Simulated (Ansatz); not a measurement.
Energy needed to pull apart AlH2BrO (SMILES [OH][AlH][Br]), closed shell, into free ground-state atoms, from the structure below (displaced at random from a GFN2-xTB minimum); no zero-point or spin–orbit terms; open-shell atoms are treated unrestricted, in their ground-state multiplicity.

O1  (-1.060, -0.337, -0.424)
Al2  (0.365, 0.246, 0.154)
Br3  (2.128, -1.056, 0.589)
H4  (-1.897, -0.652, -0.786)
H5  (0.481, 1.724, 0.388)
(Å)

Ansatz 0.2.0; basis: def2-TZVPP; cores frozen in the correlated methods. Filled d shells of the heavier atoms are correlated. The def2 sets are not built for correlating such inner shells, so the correlated values are less sure here.

```csv
method,atomization energy (kJ/mol)
PBE-D4,1589
r2SCAN-D4,1604
PBE0-D4,?
r2SCANh-D4,1590
LC-wPBE,1577
wB97M-V,1593
HF,1161
MP2,?
CCSD,1531
CCSD(T),1555
```

Problem. What does PBE0-D4 give? (To be estimated.)

Solution. The calculation gives: 1563 kJ/mol, which is about 8 kJ/mol more than CCSD(T)/def2-TZVPP.

Problem. What does MP2 give? (Judge from chemistry; the value comes from the calculation.)

Solution. By the calculation: 1605 kJ/mol, which is about 50 kJ/mol more than CCSD(T)/def2-TZVPP.

In triple zeta the MP2 and coupled-cluster atomization energies are still short of their basis limit by a few kcal/mol a bond, whereas those of the functionals are nearly converged, so these differences are not deviations from converged CCSD(T).

No T1 diagnostic of these runs exceeds 0.009.

For scale, one of the runs: CCSD(T)/def2-TZVPP forces, 149 basis functions (an equivalent command: `ansatz run in.yaml --threads 4`). Time: 70 s of wall clock on 4 CPU threads; the host was shared. Peak host memory: 1.6 GiB.
